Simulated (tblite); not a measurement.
Record of a relaxation.

Compound: C8H7N3.
Bonds: C1–C2 (aromatic), C2–C3 (aromatic), C3–C4 (aromatic), C4–N5, N5–C6 (aromatic), C6–C7 (aromatic), C7–N8 (aromatic), N8–N9 (aromatic), C4–C10 (aromatic), C10–C11 (aromatic), C1–C11 (aromatic), N5–N9 (aromatic). Hydrogens: H12 on C1; H13 on C2; H14 on C3; H15 on C6; H16 on C7; H17 on C10; H18 on C11.

Computed with GFN2-xTB (tblite), gas phase: L-BFGS steps from a force-field or distance-geometry start until the largest atomic force falls under 0.01 eV/Å. 8 of its 32 geometries are shown.

Step 0: E = -800.5371 eV, largest atomic force 2.086 eV/Å
```
atom  x, y, z in Å  |  force x, y, z in eV/Å
C1     -2.815    0.426   -0.300   -1.229   0.347  -0.740
C2     -2.413    0.065    0.955    1.716  -0.502   1.057
C3     -1.033   -0.169    1.172   -0.895   0.106   0.220
C4     -0.122   -0.022    0.140    1.299  -0.523   1.072
N5      1.279   -0.271    0.395   -0.138   0.153  -0.521
C6      2.290   -0.134   -0.504    0.529   0.110  -0.424
C7      3.458   -0.472    0.185   -1.628   0.333  -0.399
N8      3.110   -0.790    1.440   -2.080   0.155   0.040
N9      1.788   -0.674    1.561    1.845  -0.022  -0.387
C10    -0.544    0.338   -1.110   -0.757   0.519  -1.542
C11    -1.905    0.569   -1.345    0.341  -0.159   0.460
H12    -3.897    0.607   -0.475    0.876  -0.110   0.001
H13    -3.078   -0.062    1.814    0.132   0.120  -0.570
H14    -0.652   -0.459    2.140   -0.106   0.008   0.000
H15     2.218    0.190   -1.549   -0.176  -0.251   0.862
H16     4.421   -0.454   -0.267    0.378  -0.155   0.384
H17     0.156    0.461   -1.942   -0.317  -0.069   0.358
H18    -2.270    0.857   -2.324    0.212  -0.059   0.128
```

Step 4: E = -800.7954 eV, largest atomic force 0.489 eV/Å
```
atom  x, y, z in Å  |  force x, y, z in eV/Å
C1     -2.819    0.425   -0.292   -0.040   0.050  -0.193
C2     -2.367    0.057    0.960    0.282  -0.081   0.195
C3     -1.015   -0.171    1.179   -0.120  -0.014   0.051
C4     -0.096   -0.032    0.143    0.003  -0.028   0.187
N5      1.275   -0.263    0.369   -0.061   0.024  -0.002
C6      2.289   -0.125   -0.520    0.001   0.015  -0.037
C7      3.424   -0.459    0.161   -0.168  -0.042   0.182
N8      3.060   -0.783    1.421   -0.035   0.000   0.074
N9      1.798   -0.665    1.543   -0.130   0.043  -0.170
C10    -0.557    0.343   -1.112   -0.083   0.068  -0.296
C11    -1.911    0.566   -1.326    0.283  -0.025  -0.018
H12    -3.869    0.605   -0.479    0.055  -0.027   0.081
H13    -3.066   -0.055    1.777    0.058  -0.007  -0.015
H14    -0.660   -0.461    2.152    0.071  -0.034   0.115
H15     2.198    0.185   -1.526   -0.208   0.144  -0.418
H16     4.421   -0.469   -0.216    0.197  -0.082   0.200
H17     0.138    0.460   -1.934   -0.145  -0.001   0.043
H18    -2.252    0.852   -2.310    0.039  -0.005   0.021
```

Step 9: E = -800.8302 eV, largest atomic force 0.136 eV/Å
```
atom  x, y, z in Å  |  force x, y, z in eV/Å
C1     -2.803    0.423   -0.292   -0.004  -0.008   0.042
C2     -2.348    0.053    0.963    0.007  -0.019   0.045
C3     -1.003   -0.178    1.193    0.023   0.020  -0.053
C4     -0.097   -0.031    0.145    0.006   0.015  -0.063
N5      1.271   -0.254    0.349   -0.013   0.006  -0.030
C6      2.288   -0.116   -0.545   -0.015  -0.010   0.038
C7      3.411   -0.459    0.165    0.022   0.010  -0.018
N8      3.033   -0.780    1.420   -0.011   0.005  -0.046
N9      1.770   -0.657    1.523   -0.047   0.029  -0.043
C10    -0.554    0.341   -1.115   -0.030   0.021  -0.048
C11    -1.900    0.566   -1.328   -0.032   0.000  -0.008
H12    -3.854    0.599   -0.465    0.000  -0.007   0.039
H13    -3.053   -0.056    1.771   -0.001  -0.021   0.068
H14    -0.647   -0.467    2.171    0.049   0.009  -0.063
H15     2.161    0.199   -1.561    0.040  -0.038   0.124
H16     4.433   -0.489   -0.154   -0.028  -0.018   0.072
H17     0.124    0.461   -1.942    0.050  -0.011  -0.011
H18    -2.241    0.852   -2.310   -0.015   0.015  -0.044
```

Step 13: E = -800.8358 eV, largest atomic force 0.097 eV/Å
```
atom  x, y, z in Å  |  force x, y, z in eV/Å
C1     -2.800    0.421   -0.285   -0.022   0.000  -0.001
C2     -2.345    0.050    0.971    0.021   0.016  -0.051
C3     -0.997   -0.176    1.187    0.003   0.002  -0.015
C4     -0.100   -0.026    0.133    0.003   0.001  -0.020
N5      1.266   -0.251    0.339    0.004  -0.001   0.018
C6      2.289   -0.116   -0.545    0.012   0.007  -0.014
C7      3.409   -0.459    0.169   -0.004  -0.022   0.050
N8      3.020   -0.778    1.419   -0.034  -0.012   0.081
N9      1.756   -0.653    1.515   -0.012  -0.020   0.058
C10    -0.557    0.345   -1.127   -0.011  -0.002   0.006
C11    -1.905    0.567   -1.332   -0.014   0.004   0.018
H12    -3.852    0.596   -0.450   -0.017   0.000   0.011
H13    -3.047   -0.062    1.786    0.069  -0.003  -0.046
H14    -0.629   -0.466    2.159    0.049   0.008  -0.045
H15     2.161    0.198   -1.555    0.050   0.021  -0.081
H16     4.436   -0.497   -0.128    0.000   0.005  -0.013
H17     0.131    0.459   -1.949   -0.043   0.008  -0.022
H18    -2.244    0.855   -2.317   -0.054  -0.012   0.066
```

Step 18: E = -800.8438 eV, largest atomic force 0.102 eV/Å
```
atom  x, y, z in Å  |  force x, y, z in eV/Å
C1     -2.805    0.420   -0.278    0.016   0.011  -0.014
C2     -2.332    0.048    0.970    0.019  -0.021   0.051
C3     -0.983   -0.171    1.167    0.027  -0.011   0.011
C4     -0.098   -0.019    0.106    0.005  -0.001   0.017
N5      1.264   -0.245    0.328    0.007   0.004  -0.034
C6      2.299   -0.117   -0.542    0.025  -0.015   0.029
C7      3.403   -0.466    0.195    0.025   0.005   0.010
N8      2.993   -0.780    1.442    0.022   0.000  -0.031
N9      1.729   -0.648    1.514    0.003   0.019  -0.061
C10    -0.567    0.350   -1.147   -0.010   0.009  -0.041
C11    -1.919    0.569   -1.332   -0.003  -0.003  -0.010
H12    -3.860    0.592   -0.425    0.000   0.003  -0.023
H13    -3.014   -0.073    1.796   -0.039   0.003   0.018
H14    -0.583   -0.462    2.124   -0.036  -0.008   0.066
H15     2.190    0.198   -1.559    0.047  -0.026   0.068
H16     4.433   -0.507   -0.091    0.013  -0.008   0.021
H17     0.120    0.462   -1.972   -0.086   0.027  -0.047
H18    -2.278    0.857   -2.308   -0.033   0.011  -0.030
```

Step 22: E = -800.8471 eV, largest atomic force 0.068 eV/Å
```
atom  x, y, z in Å  |  force x, y, z in eV/Å
C1     -2.805    0.420   -0.273    0.000  -0.016   0.020
C2     -2.324    0.046    0.973   -0.035   0.010  -0.010
C3     -0.974   -0.172    1.164   -0.015   0.011  -0.014
C4     -0.096   -0.016    0.095   -0.019  -0.002  -0.011
N5      1.265   -0.243    0.317    0.005  -0.004   0.011
C6      2.310   -0.119   -0.539    0.008   0.008  -0.021
C7      3.406   -0.469    0.208    0.022  -0.005  -0.012
N8      2.983   -0.781    1.449   -0.001  -0.001   0.021
N9      1.719   -0.645    1.507    0.012  -0.020   0.043
C10    -0.574    0.353   -1.157   -0.009   0.004   0.007
C11    -1.928    0.571   -1.334   -0.041   0.001   0.020
H12    -3.861    0.590   -0.420    0.019  -0.003   0.014
H13    -3.006   -0.076    1.801    0.001   0.004  -0.005
H14    -0.571   -0.462    2.122   -0.036   0.009  -0.025
H15     2.212    0.195   -1.554    0.023   0.014  -0.062
H16     4.437   -0.513   -0.071    0.050  -0.007   0.016
H17     0.097    0.469   -1.994    0.002   0.005  -0.008
H18    -2.299    0.859   -2.307    0.014  -0.007   0.016
```

Step 27: E = -800.8481 eV, largest atomic force 0.027 eV/Å
```
atom  x, y, z in Å  |  force x, y, z in eV/Å
C1     -2.808    0.418   -0.271   -0.014   0.010  -0.011
C2     -2.326    0.046    0.974    0.013  -0.005   0.006
C3     -0.975   -0.170    1.159    0.004  -0.004   0.003
C4     -0.096   -0.016    0.091    0.004   0.003   0.002
N5      1.267   -0.243    0.314   -0.006   0.001  -0.010
C6      2.316   -0.118   -0.541    0.002  -0.005   0.004
C7      3.410   -0.470    0.210    0.001   0.003   0.005
N8      2.982   -0.782    1.451    0.005  -0.003  -0.012
N9      1.718   -0.646    1.507    0.000   0.008  -0.023
C10    -0.577    0.354   -1.160   -0.006   0.002  -0.012
C11    -1.933    0.571   -1.332    0.010  -0.004  -0.001
H12    -3.863    0.590   -0.414   -0.027   0.001  -0.001
H13    -3.005   -0.076    1.804    0.000   0.003   0.001
H14    -0.575   -0.460    2.117    0.001  -0.003   0.014
H15     2.225    0.195   -1.558    0.005  -0.006   0.014
H16     4.444   -0.516   -0.060    0.003   0.000   0.006
H17     0.089    0.472   -2.000    0.003   0.000   0.016
H18    -2.305    0.859   -2.304    0.001  -0.001   0.000
```

Step 31: E = -800.8483 eV, largest atomic force 0.008 eV/Å
```
atom  x, y, z in Å  |  force x, y, z in eV/Å
C1     -2.809    0.419   -0.271    0.003  -0.003   0.003
C2     -2.326    0.046    0.974   -0.005   0.003  -0.003
C3     -0.974   -0.170    1.159    0.000   0.000   0.003
C4     -0.096   -0.015    0.090    0.000  -0.002   0.000
N5      1.268   -0.243    0.312    0.000   0.000   0.000
C6      2.318   -0.119   -0.541    0.003   0.001  -0.004
C7      3.411   -0.470    0.211    0.000  -0.001  -0.001
N8      2.982   -0.782    1.451   -0.002   0.000   0.004
N9      1.718   -0.646    1.505   -0.003  -0.004   0.004
C10    -0.578    0.354   -1.160   -0.002  -0.001   0.008
C11    -1.934    0.570   -1.332   -0.007   0.002  -0.002
H12    -3.866    0.590   -0.413    0.005  -0.002   0.000
H13    -3.005   -0.076    1.804    0.003   0.002   0.000
H14    -0.575   -0.460    2.118    0.000   0.000  -0.002
H15     2.228    0.194   -1.558    0.004   0.000  -0.006
H16     4.446   -0.517   -0.056    0.000   0.003  -0.002
H17     0.089    0.473   -2.000    0.003   0.001   0.004
H18    -2.305    0.859   -2.303   -0.002   0.000  -0.005
```

Q: Summarise the path.

A: The energy falls by 0.3111 eV from step 0 to step 31; nine tenths of that is first reached at step 6. It falls at every step. The largest force goes from 2.086 to 0.008 eV/Å. Among the bonds N8–N9 changes most, from 1.333 to 1.272 Å; the atoms move by 0.087 Å rms after alignment.

Q: Follow the three bonds and two angles with the largest change from start to end.

A: 
```tsv
step	E above end (eV)	largest force (eV/Å)	N8–N9 (Å)	C4–N5 (Å)	C2–C3 (Å)	N8–C7–H16 (°)	C6–C7–H16 (°)
0	0.3111	2.086	1.333	1.446	1.417	129.5	122.9
1	0.1420	1.009	1.276	1.420	1.377	128.5	123.4
3	0.0765	0.451	1.273	1.417	1.390	126.8	125.6
4	0.0529	0.489	1.273	1.408	1.389	125.4	127.1
5	0.0394	0.375	1.275	1.403	1.385	124.2	128.2
7	0.0237	0.185	1.274	1.399	1.381	122.9	129.1
8	0.0200	0.128	1.274	1.400	1.382	122.7	129.2
9	0.0181	0.136	1.273	1.401	1.384	122.6	129.3
11	0.0150	0.120	1.273	1.401	1.385	122.1	129.8
12	0.0137	0.082	1.273	1.400	1.385	121.9	130.2
13	0.0125	0.097	1.274	1.400	1.384	121.7	130.4
15	0.0094	0.114	1.273	1.399	1.381	121.6	130.5
16	0.0075	0.128	1.273	1.399	1.380	121.7	130.3
18	0.0045	0.102	1.273	1.398	1.381	122.0	129.8
19	0.0035	0.076	1.273	1.397	1.381	122.1	129.7
20	0.0027	0.093	1.273	1.397	1.381	122.1	129.7
22	0.0011	0.068	1.273	1.398	1.381	122.2	129.7
23	0.0008	0.041	1.273	1.399	1.381	122.2	129.8
24	0.0006	0.032	1.273	1.399	1.381	122.2	129.8
26	0.0002	0.036	1.273	1.400	1.381	122.1	129.9
27	0.0001	0.027	1.272	1.400	1.381	121.9	130.0
28	0.0001	0.015	1.272	1.400	1.381	121.8	130.1
30	0.0000	0.011	1.272	1.400	1.381	121.8	130.1
31	0.0000	0.008	1.272	1.400	1.381	121.8	130.1
```

The cost below is that of the whole relaxation. On one thread, Arm Neoverse V1 (aarch64), no GPU, shared host with 32 logical CPUs at a one-minute load of 12, this took 0.23 s wall.
